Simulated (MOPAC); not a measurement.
Input file for MOPAC: PM3 on C2H8OS (a complex), monomers drawn apart or pushed together.

```
PM3 1SCF PRECISE CHARGE=0 THREADS=1
C2H8OS

C     -0.28957576 1    -0.54513013 1     0.09042057 1
O     -0.19981900 1     0.76840916 1     0.63523847 1
H     -1.26774162 1    -0.73014181 1    -0.36514962 1
H     -0.15096621 1    -1.23493985 1     0.92131817 1
H      0.49238356 1    -0.73348848 1    -0.65194804 1
H     -0.27796781 1     1.41031733 1    -0.07700710 1
C     -1.24007072 1     0.05797586 1     3.69370937 1
S      0.54178649 1    -0.30133520 1     3.55744094 1
H     -1.75700059 1    -0.19408432 1     2.77072114 1
H     -1.62397364 1    -0.56287325 1     4.50143926 1
H     -1.41105129 1     1.10415034 1     3.93835711 1
H      0.75441031 1     0.45438998 1     2.46674009 1
```

Output:

```
*******************************************************************************
 **                                                                           **
 **                              MOPAC v23.2.5                                **
 **                                                                           **
 *******************************************************************************
 ** MOPAC's Digital Object Identifier: https://doi.org/10.5281/zenodo.6511958 **
 **                                                                           **
 ** Please cite the open-source release paper for use of this MOPAC version:  **
 ** J. E. Moussa and J. J. P. Stewart (2026)                                  **
 ** MOPAC: An open-source semiempirical molecular orbital program             **
 ** J. Open Source Softw., 11(119), 8025, https://doi.org/10.21105/joss.08025 **
 *******************************************************************************

                              PM3 CALCULATION RESULTS

 *******************************************************************************
 *  PM3        - The PM3 Hamiltonian to be used
 *
 *
 *
 *                 CHARGE ON SYSTEM = 0
 *
 *
 *
 *  PRECISE    - TIGHTER CRITERIA TO BE USED
 *  1SCF       - DO 1 SCF AND THEN STOP
 *  THREADS=1  - MULTI-THREADING NOT USED
 *  T=         - A TIME OF 172800.0 SECONDS REQUESTED
 *  DUMP=N     - RESTART FILE WRITTEN EVERY 7200.0 SECONDS REQUESTED
 *******************************************************************************
PM3 1SCF PRECISE CHARGE=0 THREADS=1
 C2H8OS

   ATOM   CHEMICAL          X               Y               Z
  NUMBER   SYMBOL      (ANGSTROMS)     (ANGSTROMS)     (ANGSTROMS)

     1       C         -0.28957576  *  -0.54513013  *   0.09042057  *
     2       O         -0.19981900  *   0.76840916  *   0.63523847  *
     3       H         -1.26774162  *  -0.73014181  *  -0.36514962  *
     4       H         -0.15096621  *  -1.23493985  *   0.92131817  *
     5       H          0.49238356  *  -0.73348848  *  -0.65194804  *
     6       H         -0.27796781  *   1.41031733  *  -0.07700710  *
     7       C         -1.24007072  *   0.05797586  *   3.69370937  *
     8       S          0.54178649  *  -0.30133520  *   3.55744094  *
     9       H         -1.75700059  *  -0.19408432  *   2.77072114  *
    10       H         -1.62397364  *  -0.56287325  *   4.50143926  *
    11       H         -1.41105129  *   1.10415034  *   3.93835711  *
    12       H          0.75441031  *   0.45438998  *   2.46674009  *



          CARTESIAN COORDINATES

    NO.       ATOM           X           Y           Z

     1         C         -0.2896     -0.5451      0.0904
     2         O         -0.1998      0.7684      0.6352
     3         H         -1.2677     -0.7301     -0.3651
     4         H         -0.1510     -1.2349      0.9213
     5         H          0.4924     -0.7335     -0.6519
     6         H         -0.2780      1.4103     -0.0770
     7         C         -1.2401      0.0580      3.6937
     8         S          0.5418     -0.3013      3.5574
     9         H         -1.7570     -0.1941      2.7707
    10         H         -1.6240     -0.5629      4.5014
    11         H         -1.4111      1.1042      3.9384
    12         H          0.7544      0.4544      2.4667

  H: (PM3): J. J. P. STEWART, J. COMP. CHEM. 10, 209 (1989).
  C: (PM3): J. J. P. STEWART, J. COMP. CHEM. 10, 209 (1989).
  O: (PM3): J. J. P. STEWART, J. COMP. CHEM. 10, 209 (1989).
  S: (PM3): J. J. P. STEWART, J. COMP. CHEM. 10, 209 (1989).

           Empirical Formula: C2 H8 O S  =    12 atoms



      MOLECULAR POINT GROUP   :   C1


      RHF CALCULATION, NO. OF DOUBLY OCCUPIED LEVELS = 14


 -------------------------------------------------------------------------------
 PM3 1SCF PRECISE CHARGE=0 THREADS=1
 C2H8OS



     1SCF WAS SPECIFIED, SO BFGS WAS NOT USED
     SCF FIELD WAS ACHIEVED


                              PM3 CALCULATION
                                                       MOPAC v23.2.5 Linux




          FINAL HEAT OF FORMATION =        -53.83276 KCAL/MOL =    -225.23627 KJ/MOL


          COSMO AREA              =        127.35 SQUARE ANGSTROMS
          COSMO VOLUME            =        113.55 CUBIC ANGSTROMS

          IONIZATION POTENTIAL    =          8.937318 EV
          HOMO LUMO ENERGIES (EV) =         -8.937  0.780
          NO. OF FILLED LEVELS    =         14
          MOLECULAR WEIGHT        =         80.1446         POINT GROUP:  C1

          MOLECULAR DIMENSIONS (Angstroms)

            Atom       Atom       Distance
            H    10    H     5     5.57364
            S     8    H     3     3.18208
            H     4    H     6     2.70850


          SCF CALCULATIONS        =          1





   ATOM   CHEMICAL          X               Y               Z
  NUMBER   SYMBOL      (ANGSTROMS)     (ANGSTROMS)     (ANGSTROMS)

     1       C         -0.28957576  *  -0.54513013  *   0.09042057  *
     2       O         -0.19981900  *   0.76840916  *   0.63523847  *
     3       H         -1.26774162  *  -0.73014181  *  -0.36514962  *
     4       H         -0.15096621  *  -1.23493985  *   0.92131817  *
     5       H          0.49238356  *  -0.73348848  *  -0.65194804  *
     6       H         -0.27796781  *   1.41031733  *  -0.07700710  *
     7       C         -1.24007072  *   0.05797586  *   3.69370937  *
     8       S          0.54178649  *  -0.30133520  *   3.55744094  *
     9       H         -1.75700059  *  -0.19408432  *   2.77072114  *
    10       H         -1.62397364  *  -0.56287325  *   4.50143926  *
    11       H         -1.41105129  *   1.10415034  *   3.93835711  *
    12       H          0.75441031  *   0.45438998  *   2.46674009  *

                             CARTESIAN COORDINATES

   1    C       -0.289575760    -0.545130130     0.090420570
   2    O       -0.199819000     0.768409160     0.635238470
   3    H       -1.267741620    -0.730141810    -0.365149620
   4    H       -0.150966210    -1.234939850     0.921318170
   5    H        0.492383560    -0.733488480    -0.651948040
   6    H       -0.277967810     1.410317330    -0.077007100
   7    C       -1.240070720     0.057975860     3.693709370
   8    S        0.541786490    -0.301335200     3.557440940
   9    H       -1.757000590    -0.194084320     2.770721140
  10    H       -1.623973640    -0.562873250     4.501439260
  11    H       -1.411051290     1.104150340     3.938357110
  12    H        0.754410310     0.454389980     2.466740090


           Empirical Formula: C2 H8 O S  =    12 atoms



      MOLECULAR POINT GROUP   :   C1


                  EIGENVALUES
 -38.13577 -32.01565 -26.86200 -23.07791 -18.16947 -16.16423 -15.66366 -15.06107
 -14.61587 -13.31978 -12.78350 -11.61133 -11.28169  -8.93732   0.78043   1.53598
   3.15910   3.65093   3.91765   4.01327   4.01534   4.04132   4.27711   5.23551


              NET ATOMIC CHARGES AND DIPOLE CONTRIBUTIONS

  ATOM NO.   TYPE          CHARGE      No. of ELECS.   s-Pop       p-Pop
    1          C           0.049311        3.9507     1.12965     2.82104
    2          O          -0.332205        6.3322     1.81442     4.51779
    3          H           0.016129        0.9839     0.98387
    4          H           0.058764        0.9412     0.94124
    5          H           0.017850        0.9821     0.98215
    6          H           0.190438        0.8096     0.80956
    7          C          -0.178870        4.1789     1.14360     3.03527
    8          S          -0.070254        6.0703     1.89691     4.17335
    9          H           0.065610        0.9344     0.93439
   10          H           0.075497        0.9245     0.92450
   11          H           0.063534        0.9365     0.93647
   12          H           0.044196        0.9558     0.95580
 DIPOLE           X         Y         Z       TOTAL
 POINT-CHG.    -0.633    -0.313    -1.030     1.249
 HYBRID        -0.971     1.090    -1.569     2.144
 SUM           -1.604     0.777    -2.599     3.152


          ATOMIC ORBITAL ELECTRON POPULATIONS

     Atom    s        px        py        pz
    1  C   1.12965   0.97755   0.85859   0.98489
    2  O   1.81442   1.97128   1.16479   1.38172
    3  H   0.98387
    4  H   0.94124
    5  H   0.98215
    6  H   0.80956
    7  C   1.14360   0.94343   1.04290   1.04895
    8  S   1.89691   1.09424   1.66806   1.41105
    9  H   0.93439
   10  H   0.92450
   11  H   0.93647
   12  H   0.95580

 **********************
 *                    *
 * JOB ENDED NORMALLY *
 *                    *
 **********************




 == MOPAC DONE ==
```

The run finished.

Cost: very roughly 0.03 core-seconds.
